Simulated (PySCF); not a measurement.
A GIAO shielding run with PySCF 2.14.0 with density-fitted response routines (density fitting, non-relativistic, gas phase) on `Bc1occc1Cl`, C$_{4}$H$_{4}$BClO:

```
$ OMP_NUM_THREADS=1 python probes_run.py task.json out

{"job": {"kind": "nmr", "xc": "PBE0", "basis": "6-31G*", "pop": true}, "charge": 0, "multiplicity": 1}
B      1.996310    -0.620291    -0.405776
C      0.557682    -0.257270    -0.112377
O     -0.397788    -1.238846     0.035737
C     -1.567266    -0.669048     0.284903
C     -1.468434     0.698422     0.316526
C     -0.101381     0.956791     0.062315
Cl     0.607863     2.503739    -0.015810
H      2.806682     0.263734    -0.524740
H      2.314392    -1.778250    -0.513741
H     -2.415531    -1.337040     0.425167
H     -2.258935     1.421623     0.497385
```

Hardware: 1 thread of an Arm Neoverse V1, shared host. The job also computes population analyses, field gradients, ring-centre shieldings.

(1) How large is the calculation?

(2) How long does it take, and how much memory does it need?

(3) And these other runs on the same molecule and hardware: GIAO shielding at B97-2/pcSseg-1; GIAO shielding at BP86/pcSseg-1; GIAO shielding at HF/pcSseg-1; GIAO shielding at LC-wPBE/pcSseg-1; GIAO shielding at LDA/pcSseg-1; GIAO shielding at PBE/pcSseg-1?

## Answers

(1) 58 electrons, 110 basis functions and 690 auxiliary functions.

(2) 11 s of wall time, with 14 SCF cycles and 5 response iterations; peak memory 0.6 GiB. Times on a shared host scatter by some tens of per cent.

(3) B97-2/pcSseg-1: 146 functions, 13 s; BP86/pcSseg-1: 146 functions, 20 s; HF/pcSseg-1: 146 functions, 6.7 s; LC-wPBE/pcSseg-1: 146 functions, 25 s; LDA/pcSseg-1: 146 functions, 17 s; PBE/pcSseg-1: 146 functions, 20 s.
